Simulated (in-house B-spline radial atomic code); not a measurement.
A fraction x of an electron is removed from 5p in I²⁺, starting from [Kr] 4d10 5s2 5p3 and keeping the highest spin. Computed with a radial B-spline atomic code at the basis-set limit: scalar-relativistic (X2C) TPSS, spin-polarised, spherical fractional occupations, Fermi nucleus of rms radius 4.75 fm.

| x | E(x) - E(0) (eV) | 5p up level (eV) |
| --- | --- | --- |
| 0 | 0.0000 | -25.624 |
| 0.05 | 1.2929 | -26.092 |
| 0.23 | 6.1418 | -27.788 |
| 0.26 | 6.9797 | -28.072 |
| 0.47 | 13.0846 | -30.073 |
| 0.5 | 13.9911 | -30.361 |
| 0.59 | 16.7625 | -31.226 |
| 0.7 | 20.2557 | -32.288 |
| 0.84 | 24.8712 | -33.648 |
| 0.97 | 29.3279 | -34.917 |
| 1 | 30.3798 | -35.211 |

The exact functional would give a straight line between the two integer points. Deviations E(x) - E(0) - x[E(1) - E(0)], in eV: -0.226 at x = 0.05, -0.846 at x = 0.23, -0.919 at x = 0.26, -1.194 at x = 0.47, -1.199 at x = 0.5, -1.162 at x = 0.59, -1.01 at x = 0.7, -0.648 at x = 0.84, -0.141 at x = 0.97.

The curve lies below the straight line by up to 1.199 eV (at x = 0.5): convex, the delocalisation error that favours fractional charges.

Question: How well does Slater's transition state (minus the level at half occupation) give the ionisation energy?

Answer: It gives 30.361 eV against 30.380 eV from the two total energies; NIST lists 29.57 eV, ground level to ground level.
